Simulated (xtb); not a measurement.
Cl4H3NTi, SMILES [Cl][Ti]([Cl])([Cl])([Cl])<-[NH3], multiplicity 1. All values are semi-empirical tight-binding results from xtb (GFN2-xTB unless named), good for trends rather than for accurate numbers. Geometry optimised at GFN2-xTB. The spin state was assumed, not searched.

Optimised geometry:

Bonded distances (Å): Ti1–Cl2 2.200, Ti1–Cl3 2.138, Ti1–Cl4 2.136, Ti1–Cl5 2.199, Ti1–N6 2.254, N6–H7 1.025, N6–H8 1.026, N6–H9 1.025. Angles (°): Cl2–Ti1–Cl3 96.3, Cl2–Ti1–Cl4 97.1, Cl2–Ti1–Cl5 157.9, Cl2–Ti1–N6 79.3, Cl3–Ti1–Cl4 104.7, Cl3–Ti1–Cl5 96.3, Cl3–Ti1–N6 128.5, Cl4–Ti1–Cl5 97.1, Cl4–Ti1–N6 126.7, Cl5–Ti1–N6 78.7, Ti1–N6–H7 108.0, Ti1–N6–H8 112.5, Ti1–N6–H9 111.3, H7–N6–H8 108.3, H7–N6–H9 107.2, H8–N6–H9 109.4.
Charge 0, spin multiplicity 1.

A frequency run showed that this geometry is not a minimum.

For metal compounds this method's bond lengths and energies can be far off.

The orbital gap is 2.55 eV.

### Question
Give the atomic charges and the Wiberg bond orders between heavy atoms. (The exact figures need the calculation; the answer reports its results.)

### Answer
charges (e) Ti1 0.88, Cl2 -0.38, Cl3 -0.24, Cl4 -0.24, Cl5 -0.38, N6 -0.36, H7 0.23, H8 0.24, H9 0.24. Bond orders Ti1–Cl2 0.96, Ti1–Cl3 1.20, Ti1–Cl4 1.20, Ti1–Cl5 0.96, Ti1–N6 0.46.
